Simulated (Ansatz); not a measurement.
Relaxation of AgHS (3 atoms, charge 0, multiplicity 1), to a largest force component of 0.02 eV/Å in at most 40 steps.

These are results of Ansatz 0.2.0, RKS BHLYP/def2-SVP, not measurements.

```xyz
3
Properties=species:S:1:pos:R:3
S -0.384 -0.498 -0.272
Ag 1.731 -0.136 0.935
H -1.358 0.569 -0.676
```

Task: Where does it end, and by what steps?

Result: The run converged. After 5 steps the energy has fallen by 0.647 eV; H3 moved furthest, 0.43 Å.

```json
{"step": "0", "energy less start (eV)": "0.0000", "largest force component (eV/Å)": "2.379", "accepted": "yes"}
{"step": "1", "energy less start (eV)": "-0.4668", "largest force component (eV/Å)": "1.214", "accepted": "yes"}
{"step": "2", "energy less start (eV)": "-0.6407", "largest force component (eV/Å)": "0.173", "accepted": "yes"}
{"step": "3", "energy less start (eV)": "-0.6463", "largest force component (eV/Å)": "0.069", "accepted": "yes"}
{"step": "4", "energy less start (eV)": "-0.6467", "largest force component (eV/Å)": "0.021", "accepted": "yes"}
{"step": "5", "energy less start (eV)": "-0.6467", "largest force component (eV/Å)": "0.004", "accepted": "yes"}
```

```xyz
3
Properties=species:S:1:pos:R:3
S -0.487 -0.662 -0.350
Ag 1.458 0.016 0.804
H -0.982 0.581 -0.468
```

The run took 8.8 s on 1 thread of Intel(R) Xeon(R) Processor @ 2.70GHz, with other jobs on the host, peak memory 0.11 GiB.
